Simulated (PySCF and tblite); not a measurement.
4 constitutional isomers of C7H8:

```
isomer                                             SMILES
     A       [CH3:1][c:2]1[cH:3][cH:4][cH:5][cH:6][cH:7]1
     B  [CH2:1]=[CH:2][C:3]([CH3:4])=[C:5]1[CH:6]=[CH:7]1
     C    [CH3:1][CH:2]=[C:3]1[CH:4]=[CH:5][CH:6]=[CH:7]1
     D    [CH2:1]=[C:2]1[CH:3]=[CH:4][CH:5]=[C:6]1[CH3:7]
```

Measured ¹³C shifts of one of them (ppm against TMS, one entry a carbon; solvent THF-d8; Fulmer et al., Organometallics 2010, 29, 2176): 138.24, 129.47, 129.47, 128.71, 128.71, 125.84, 21.29.

Each isomer is a Boltzmann average at 298.15 K over at most 6 conformers: GFN2-xTB geometries, energies PBE0/def2-SVP (IEF-PCM, chloroform) (D3(BJ) added where defined), GIAO shieldings WP04/pcSseg-1 (IEF-PCM, chloroform), GFN2-xTB thermal terms. Programs: PySCF with density fitting and tblite.

Computed shifts in falling order:

```
carbon  measured      A      B      C      D
     1    138.24  145.5  145.2  152.9  160.5
     2    129.47  134.4  143.9  152.7  141.5
     3    129.47  134.4  141.9  138.8  139.6
     4    128.71  133.8  125.2  136.3  136.3
     5    128.71  133.8  104.3  130.5  129.4
     6    125.84  130.9   94.4  123.8  128.6
     7     21.29   24.9   19.7   22.4   16.7
```

Question: Which structure fits the measured spectrum?

Answer: After a straight-line fit of each column to the measured values (slope held to 0.85 to 1.15; an offset alone for few or close values), with errors scored by one-sided Student-t tails (width 2.5 ppm, 10 degrees of freedom):

```csv
isomer,slope,mean error (ppm),largest error,P (%)
A,1.018,0.52,1.7,100.0
B,0.996,13.77,27.6,0.0
C,1.082,5.21,13.0,0.0
D,1.140,4.11,10.3,0.0
```

The score favours A, which is the compound measured. Its computed assignment: ¹H (against TMS): 7.34 (H4/H6, 2H), 7.29 (H3/H7, 2H), 7.22 (H5, 1H), 2.47 (H1, 3H). ¹³C (against TMS): 145.5 (C2), 134.4 (C3/C7), 133.8 (C4/C6), 130.9 (C5), 24.9 (C1).

Shifts are unscaled: against experiment ¹³C can be off by 15 ppm or more and ¹H by 0.8 ppm. At least one structure keeps an imaginary mode at the tight-binding level.
